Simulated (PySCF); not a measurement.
## Spinor energies of Cu²⁸⁺ (copper, charge +28)

Start: 1s1; 1s1/2 filled at m_j = +1/2. Calculated with PySCF 2.14 in an uncontracted even-tempered set (15 s from 39 bohr⁻², ratio 2.4; 9 p from 50 bohr⁻², ratio 2.4; 3 d from 150 bohr⁻², ratio 2.6; 3 f from 230 bohr⁻², ratio 2.6): generalised Hartree-Fock with the X2C-1e Hamiltonian and a Gaussian nucleus; one run each with spin-orbit coupling (SO) switched off, then screened by Boettger's factors.

```json
{"spinor shell": "1s1/2", "electrons": "1", "ε, spin-free (eV)": "-11573.3", "ε, screened SO (eV)": "-11573.3", "weight of nominal j (screened SO)": "1.000", "rms radius, screened SO (bohr)": "0.0586"}
```

| quantity | spin-free | screened SO |
| --- | --- | --- |
| E (hartree) | -425.31243 | -425.31243 |
| M_J | 1/2 | 1/2 |
| ⟨J²⟩ | 0.750 | 0.750 |
| ⟨L²⟩ | 0.000 | 0.000 |
| ⟨S²⟩ | 0.750 | 0.750 |

Without spin-orbit coupling the j labels of p, d and f shells carry no meaning; the spin-free column gives the mean over the occupied spinors of each nl shell.
